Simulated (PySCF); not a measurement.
# Löwdin shares of the frontier orbitals

C6H8O2S.
SMILES with atom numbers: `[CH2:1]=[CH:2][O:3][C:4](=[O:5])[CH2:6][C:7]([CH3:8])=[S:9]` (hydrogens: H10, H11 on C1; H12 on C2; H13, H14 on C6; H15, H16, H17 on C8)

Method used: TDDFT PBE0/def2-SVPD, vertical, gas phase, core orbitals frozen in the response (PySCF 2.14.0, density-fitted response routines). Geometry: PBE0-D3(BJ)/def2-SVP, one conformer, isolated molecule. Torsions of this conformer, `[CH2:1]=[CH:2][O:3][C:4](=[O:5])[CH2:6][C:7]([CH3:8])=[S:9]`: C1–C2–O3–C4 -178°, C2–O3–C4–O5 -1°, O3–C4–C6–C7 157°, C4–C6–C7–C8 67°.

Kohn–Sham orbitals with the atoms that hold most of them (Löwdin shares over 4%, at most four atoms; ? is withheld):

| orbital | ε (eV) | atoms |
| --- | --- | --- |
| LUMO+2 | 0.37 | C2 15%, S9 11%, C1 11%, C4 10% |
| LUMO+1 | -0.90 | C4 28%, O5 19%, C1 16%, C2 12% |
| LUMO | -2.25 | ? |
| HOMO | -6.58 | S9 76%, C7 11%, C8 4%, C6 4% |
| HOMO-1 | -7.70 | ? |
| HOMO-2 | -8.26 | S9 38%, C7 19%, O5 17%, C8 6% |
| HOMO-3 | -9.07 | O5 48%, S9 14%, C7 13%, O3 6% |

Q: Give the leading atoms of the LUMO.

A: S9 (bonded to C) 42%; C7 (bonded to 2 C and S) 39%; C8 (bonded to C and 3 H) 5%; C6 (bonded to 2 C and 2 H) 4%. By element: carbon 48% or more, sulfur 42%.

Q: Give the leading atoms of the HOMO-1.

A: C1 (bonded to C and 2 H) 37%; C2 (bonded to C, O and H) 28%; O3 (bonded to 2 C) 18%; O5 (bonded to C) 5%. By element: carbon 65% or more, oxygen 23%.

Q: How does S1 compare with the orbital gap of 4.32 eV?

A: S1 is at 2.54 eV (f = 0.0000), 1.78 eV below the gap, made of HOMO→LUMO (100%). Without the coupling terms of the response equations the lowest excitation would equal the gap.

Q: Give energy, strength and leading configuration of S1, S2, S3 and S4, and follow the Löwdin shares of the leading atoms from the occupied to the empty orbital.

A: 
- S1 (2.54 eV, f 0.0000), HOMO→LUMO (100%): S9 76% → 42%, C7 11% → 39%; low, almost dark, from the terminal sulfur into the C=S bond, the pattern of n→π*
- S2 (4.74 eV, f 0.0008), HOMO-1→LUMO (99%): C1 37% → at most 5%, C2 28% → at most 5%, S9 at most 5% → 42%, C7 at most 5% → 39%
- S3 (4.81 eV, f 0.0093), HOMO→LUMO+1 (95%): S9 76% → at most 12%, C7 11% → at most 12%, C4 at most 5% → 28%, O5 at most 5% → 19%
- S4 (5.29 eV, f 0.151), HOMO-2→LUMO (73%): S9 38% → 42%, C7 19% → 39%

Löwdin shares depend on the basis, the more so with diffuse functions.

The run took 73 s of wall time on one thread, x86-64 server, shared host.
